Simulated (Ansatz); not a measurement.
# Strength of the C–Ge bond: GeH(CH3)2(CN) → GeH(CH3)(CN) + CH3

Species: GeH(CH3)2(CN), singlet; GeH(CH3)(CN), doublet; CH3 (methyl radical) `[CH3]`, doublet. 

Shapes, held fixed at every level: PBE0-D4/def2-TZVP. Programs: Ansatz 0.2.0. The zero-point and thermal change to 298 K, harmonic and unscaled (PBE0-D4/def2-TZVP), is -16.4 kJ/mol.

| level | kind | ΔH(298 K) (kJ/mol) | less CCSD(T)/def2-TZVPP | CPU time (sum over the molecules) |
| --- | --- | --- | --- | --- |
| HF/def2-SVP | Hartree–Fock | +235.2 | -107.4 | – |
| SPW92/def2-TZVPP | LDA | +388.8 | +46.2 | 11 s |
| r2SCAN0-D4/def2-TZVPP | global hybrid | +314.7 | -27.9 | 50 s |
| wB97M-V/def2-TZVPP | range-separated hybrid | +341.8 | -0.8 | 93 s |
| wB97X-V/def2-TZVPP | range-separated hybrid | +349.4 | +6.8 | 68 s |
| CCSD/def2-TZVPP | coupled cluster or CI | +333.7 | -8.9 | – |
| CCSD(T)/def2-TZVPP | coupled cluster or CI | +342.6 | 0.0 | 35 min |

The highest level, CCSD(T)/def2-TZVPP, gives ΔH(298 K) = +342.6 kJ/mol; the levels span +235.2 to +388.8. The column of differences is taken from that level and isn't an error. Hartree–Fock misses the correlation of the pair that is broken and comes out low. No measured value is set beside it here. Open shells run unrestricted. Relativity is left out for Ge. Outer-core shells of Ge are correlated in most correlated rows, in sets that cover them unevenly. Times are processor times on shared x86 and Arm servers, and rough.
